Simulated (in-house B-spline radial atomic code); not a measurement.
Results of a calculation; reference values are marked as such.
Building a PAW d channel for Co, r_c = 1.64 bohr

Co, [Ar] 3d7 4s2, non-relativistic LDA (VWN5), spherical and spin-unpolarised, from a B-spline radial code for spherical atoms (atomic units; all potentials screened as in the neutral atom).

Two all-electron partial waves φ1, φ2 are integrated outwards at E1 = ε(3d) = -0.322368 and E2 = E1 + 1.5 hartree; φ1 is the bound orbital and φ2 has unit norm inside r_c = 1.6448 bohr. Smooth partners are polynomials, r^3(a0 + a1 r² + a2 r⁴ + a3 r⁶), matched to φ and three derivatives at r_c, with no condition on the norm. The local potential is -8.48911 + (7.60668) r² + (-2.87396) r⁴ + (0.401148) r⁶ inside 1.3466 bohr and the all-electron one outside.

```csv
wave,φ(r_c),φ'(r_c),a0,a1,a2,a3
1,0.5011415,-0.4245931,1.219246,-0.9060554,0.2500263,-0.02451235
2,1.170112,1.96001,-0.6676111,0.9269791,-0.29945,0.03103132
```

Inside r_c the overlaps are <φi φj> = [[0.85179, -0.49302], [-0.49302, 1.00000]] and, for the smooth waves, [[0.28537, 0.17464], [0.17464, 0.25462]]. With χj = (Ej − T − V_local) applied to smooth wave j, the program's quadrature gives the matrix B_ij = <smooth i, χj> as [[-0.42732, 0.79766], [-0.20383, 0.27758]].

(1) Check the match of the first wave, and find the augmentation charges q_ij.

(2) B isn't symmetric. Show that D_ij = B_ij + Ej q_ij is.

Solving (T + V_local + Σ p D p) ψ = E (1 + Σ p q p) ψ in a sphere of 9 bohr gives these levels:

```csv
all-electron,one projector,two projectors
-0.322367,-0.322366,-0.322366
0.111398,0.114122,0.111421
0.369507,0.384388,0.369584
0.768756,0.813472,0.768822
1.301500,1.400220,1.301510
```

(3) What does the second projector gain?

## Answers

(1) At r_c the four terms are 5.42539, -10.90737, 8.14287, -2.15975, which sum to 0.5011, φ1(r_c) to rounding. q_ij is the all-electron overlap less the smooth one: [[0.56641, -0.66766], [-0.66766, 0.74538]]. The smooth first wave has a norm of 0.2854 inside r_c against 0.8518, and q11 > 0 puts back the missing charge.

(2) Integrating by parts gives B12 − B21 = (E1 − E2) q12: 0.79766 − (-0.20383) = 1.00149, and −1.5 × (-0.66766) = 1.00149. So D12 = 0.79766 + (1.177632)(-0.66766) = 0.01140 and D21 = -0.20383 + (-0.322368)(-0.66766) = 0.01140; D11 = -0.60991, D22 = 1.15537. The projectors, p = (B⁻¹)ᵀ χ, are dual to the smooth waves; det B = 0.044.

(3) With one projector the errors are 0.00, +2.72, +14.88, +44.72, +98.72 millihartree. With two the errors are 0.00, +0.02, +0.08, +0.07, +0.01 millihartree. The scattering is exact at E1 and at E2 = 1.178, and over all levels compared the largest error is 0.077 millihartree. The lowest eigenvalue of the overlap operator is 1 with one and 0.9297 with two projectors. The smooth orbital alone needs a cutoff of 22.8 hartree for 1 millihartree of kinetic energy, against 46.9 for a norm-conserving Troullier-Martins orbital of the same radius; part of the gain comes from giving up the norm, part from the simpler form.
